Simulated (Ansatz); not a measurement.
`C[S][Al]([CH3])[F]` → `[CH2]` (triplet) + `[CH3][Al]([F])[SH]`  (formal loss of a carbene)

Gas-phase electronic energies from Ansatz, PBE0-D4/def2-TZVP geometries. CCSD(T)/CBS is the MP2 limit (def2-TZVPP, def2-QZVPP) plus CCSD(T) − MP2 in def2-TZVPP, frozen cores. This one scheme is used for every species. Functionals use def2-TZVPP. Triplets are unrestricted, without spin–orbit coupling. One conformer a species, not always the lowest.

```csv
species,B97M-V energy (Eh)
`C[S][Al]([CH3])[F]`,-820.32343
`[CH2]` (triplet),-39.16369
`[CH3][Al]([F])[SH]`,-781.00296
```

Task: Work out ΔE.

Result: ΔE = (-39.16369) + (-781.00296) − (-820.32343) = 0.15678 Eh = +411.6 kJ/mol. CCSD(T)/CBS gives +413.0 kJ/mol.

Largest T1 diagnostic among the species: 0.011.

From PBE to PBE0 (25 % exact exchange), in def2-TZVPP and without D4, ΔE moves by −9.4 kJ/mol. In def2-TZVPP, CCSD(T) changes the Hartree–Fock value by +137.0 kJ/mol (the triples alone add +12.4 kJ/mol) and MP2 by +150.9 kJ/mol. At CCSD(T), def2-SVP lies −26.9 kJ/mol from the extrapolated value and def2-TZVPP −13.6 kJ/mol.
